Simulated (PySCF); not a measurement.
Job file and geometry (Å, from GFN2-xTB) of an NMR shielding run on `O[Si@@]1(O[SiH3])[SiH2]SCCS1`, C₂H₁₀O₂S₂Si₃, GIAO PBE0/pcSseg-1 NMR shielding, non-relativistic, gas phase in PySCF 2.14.0, density-fitted response routines; density fitting, a coarse starting grid and PySCF grid level 2 are the driver's defaults:

```
$ OMP_NUM_THREADS=1 python probes_run.py task.json out

{"job": {"kind": "nmr", "xc": "PBE0", "basis": "pcSseg-1"}, "charge": 0, "multiplicity": 1}
O      1.239847    -1.327522    -2.310235
Si     0.667059    -0.605928    -0.985674
O      1.802120    -0.572759     0.169112
Si     2.357882    -0.366921     1.687224
Si    -0.053534     1.484622    -1.561114
S     -1.279635     2.122702     0.098886
C     -2.316405     0.640377     0.419048
C     -1.579207    -0.535734     1.040291
S     -0.978743    -1.757521    -0.182302
H      1.486775    -2.249864    -2.316145
H      3.804115    -0.402593     1.513855
H      1.842306    -1.473648     2.493045
H      1.842869     0.919134     2.155755
H      0.933225     2.555639    -1.616796
H     -0.908158     1.525949    -2.751774
H     -3.076781     1.004703     1.109653
H     -2.801283     0.349703    -0.512236
H     -2.260205    -1.099844     1.677913
H     -0.732050    -0.201246     1.640568
```

Problem. What does the program print?

Solution. 
```
coarse grid: 18664 points
cycle   1  E = -1896.4659171661  dE =  1.128e+00  |g| = 1.007e+00  |ddm| = 4.215e+00
cycle   2  E = -1896.1919770321  dE =  2.739e-01  |g| = 1.572e+00  |ddm| = 2.166e+00
cycle   3  E = -1896.6448879466  dE = -4.529e-01  |g| = 1.320e-01  |ddm| = 1.517e+00
cycle   4  E = -1896.6480593517  dE = -3.171e-03  |g| = 6.778e-02  |ddm| = 2.137e-01
cycle   5  E = -1896.6489670853  dE = -9.077e-04  |g| = 1.678e-02  |ddm| = 7.239e-02
cycle   6  E = -1896.6490180058  dE = -5.092e-05  |g| = 5.077e-03  |ddm| = 1.944e-02
cycle   7  E = -1896.6490227426  dE = -4.737e-06  |g| = 1.109e-03  |ddm| = 6.362e-03
final grid: 157824 points
cycle   8  E = -1896.7251238696  dE = -2.702e-05  |g| = 1.110e-02  |ddm| = 3.242e-02
cycle   9  E = -1896.7250925520  dE =  3.132e-05  |g| = 1.633e-02  |ddm| = 2.234e-02
cycle  10  E = -1896.7251485426  dE = -5.599e-05  |g| = 1.002e-03  |ddm| = 1.452e-02
cycle  11  E = -1896.7251487764  dE = -2.338e-07  |g| = 2.477e-04  |ddm| = 1.593e-03
cycle  12  E = -1896.7251487886  dE = -1.220e-08  |g| = 1.019e-04  |ddm| = 3.549e-04
cycle  13  E = -1896.7251487906  dE = -2.039e-09  |g| = 2.843e-05  |ddm| = 1.221e-04
cycle  14  E = -1896.7251487908  dE = -1.746e-10  |g| = 5.784e-06  |ddm| = 3.773e-05
converged SCF energy = -1896.7251487908

GIAO shielding tensors (ppm)
atom      isotropic    diamagn.    paramagn.     s11        s22        s33       span
  0 O      267.165     385.077    -117.912    233.464    280.907    287.124     53.659
  1 Si     382.148     878.650    -496.503    360.799    374.853    410.791     49.991
  2 O      263.697     403.171    -139.474    208.634    276.516    305.941     97.307
  3 Si     390.820     879.742    -488.923    352.761    364.102    455.596    102.835
  4 Si     417.703     880.319    -462.616    376.456    424.324    452.327     75.871
  5 S      652.461    1058.399    -405.938    408.013    604.856    944.513    536.500
  6 C      150.067     250.927    -100.860    129.859    151.286    169.055     39.197
  7 C      149.924     252.920    -102.996    130.822    143.736    175.213     44.390
  8 S      516.460    1060.452    -543.992    380.014    537.085    632.280    252.266
  9 H       29.203      29.762      -0.560     21.872     23.481     42.255     20.384
 10 H       26.531      28.047      -1.516     22.519     24.528     32.545     10.026
 11 H       26.408      29.725      -3.317     22.725     25.199     31.300      8.575
 12 H       26.284      30.256      -3.972     22.211     26.190     30.452      8.241
 13 H       27.231      29.163      -1.932     24.000     24.650     33.044      9.044
 14 H       26.750      28.731      -1.981     22.395     25.071     32.784     10.389
 15 H       28.804      30.264      -1.460     22.227     27.879     36.307     14.079
 16 H       28.987      31.077      -2.090     24.782     28.079     34.098      9.316
 17 H       28.610      31.660      -3.050     21.978     27.488     36.363     14.384
 18 H       28.741      33.852      -5.111     25.233     28.609     32.382      7.149
```

Problem. Turn these shieldings into chemical shifts. Shifts are taken against calculated references (same method and geometry level): H2O for 17O (σref 336.08); TMS for 29Si (σref 349.16) and 13C (σref 186.93) and 1H (σref 31.72); CS2 for 33S (σref 503.73).

Solution. Averaging equivalent atoms: O 2: 72.4; O 0: 68.9; Si 1: -33.0; Si 3: -41.7; Si 4: -68.5; S 8: -13; S 5: -149; C 7: 37.0; C 6: 36.9; H 10/11/12: 5.31; H 14: 4.97; H 13: 4.49; H 17: 3.11; H 18: 2.98; H 15: 2.91; H 16: 2.73; H 9: 2.51 ppm. Experimental scales use liquid or dissolved standards, which lie at an offset from isolated H2O (liquid H2O: subtract about 36 ppm).

Size and cost of the density-fitted run: 238 basis functions, 80 s wall time on 1 thread of an Intel Xeon Platinum 8375C, shared host; peak memory 1.1 GiB.
